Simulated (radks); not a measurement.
Question: Radial electron density D(r) = 4 pi r^2 rho(r) of an atom or ion with 3 electrons. All-electron calculation, non-relativistic Kohn-Sham, exchange-only PBE, spin-polarised, spherical densities, point nucleus. Program: a radial shooting solver on a logarithmic mesh with Libxc functionals.

| r (bohr) | D(r) (e/bohr) | spin D(r) |
|---|---|---|
| 0.02034 | 0.3056 | 0.0105 |
| 0.02484 | 0.4358 | 0.0149 |
| 0.03035 | 0.6153 | 0.0211 |
| 0.03706 | 0.8581 | 0.0293 |
| 0.04527 | 1.179 | 0.0401 |
| 0.05529 | 1.592 | 0.0539 |
| 0.06753 | 2.102 | 0.0706 |
| 0.08249 | 2.703 | 0.0897 |
| 0.1007 | 3.367 | 0.110 |
| 0.1231 | 4.033 | 0.127 |
| 0.1503 | 4.610 | 0.138 |
| 0.1836 | 4.979 | 0.137 |
| 0.2242 | 5.023 | 0.120 |
| 0.2739 | 4.668 | 0.0852 |
| 0.3345 | 3.930 | 0.0406 |
| 0.4086 | 2.945 | 0.00455 |
| 0.499 | 1.941 | 0.00536 |
| 0.6095 | 1.149 | 0.0715 |
| 0.7504 | 0.6951 | 0.222 |
| 0.9166 | 0.5890 | 0.422 |
| 1.119 | 0.6524 | 0.609 |
| 1.367 | 0.6928 | 0.685 |
| 1.67 | 0.6008 | 0.600 |
| 2.04 | 0.4024 | 0.402 |
| 2.491 | 0.2014 | 0.201 |
| 3.043 | 0.07213 | 0.0721 |
| 3.717 | 0.01719 | 0.0172 |
| 4.54 | 0.002484 | 0.00248 |
| 5.545 | 0.0001976 | 0.000198 |

What is the nuclear charge?

Answer: Z = 5. The innermost maximum, from 1s, lies near 1/Z = 0.2 bohr (found: 0.209), and its height grows with Z. The density is that of the boron ion B2+ in [He] 2s1; the configuration itself is not fixed sharply by these data. D(r) has 2 maxima, at r = 0.209, 1.33 bohr, and minima at 0.902 bohr, inside which lie 2.08 electrons.
